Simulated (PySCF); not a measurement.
An unknown shows these calculated signals:

$^{1}$H NMR (500 MHz, computed): δ 5.51 (m, 1H), 4.12 (m, 1H), 3.89 (m, 1H), 3.47 (d, 3H), 0.29 (m, 3H), -0.29 (br s, 2H).

$^{13}$C{$^{1}$H} NMR (computed): δ -10.0 (CH3).

[PySCF: geometry: GFN2-xTB; PBE0/pcSseg-1 with gauge-including orbitals; a single conformation; fast rotation and ring inversion assumed for equivalent nuclei; relativity neglected; in vacuum]

Shifts are taken against calculated references (same method and geometry level): $^{1}$H, $^{13}$C against TMS.

Which of these does the molecule contain: a CF3 group, a Si–H bond, a nitrile, an NH or NH2 group, an amide, a Si–CH3 group?

Answers


- A CF3 group: no.
- A Si–H bond: yes (δH 4.12 (m), 3.89 (m)).
- A nitrile: no.
- An NH or NH2 group: yes (δH -0.29 (br s)).
- An amide: no.
- A Si–CH3 group: yes (δC -10.0; δH 0.29 (m)).

The data belong to SMILES [Si@H]([SiH2]C)(N)[SiH3], CH11NSi3; they needn't prove each group on their own.

Carbon signals by region: 1 below 50 ppm.

The OH or NH signal is concentration- and solvent-dependent in practice; the value given is the gas-phase one. Shifts are as computed. Against solution values, carbons near 30 ppm lie about +3 ppm off and those near 130 ppm about +5 ppm. Of 1309 compounds with measured shifts, 239 miss one by over three times the rms of a fit or turn the order of signals round; such compounds aren't used in these exercises. No couplings were computed; multiplicities are counted from neighbouring protons, with m where these are inequivalent, close in shift, in a saturated or five-membered ring or joined by F or P, and br s for small geminal =CH2 splittings.
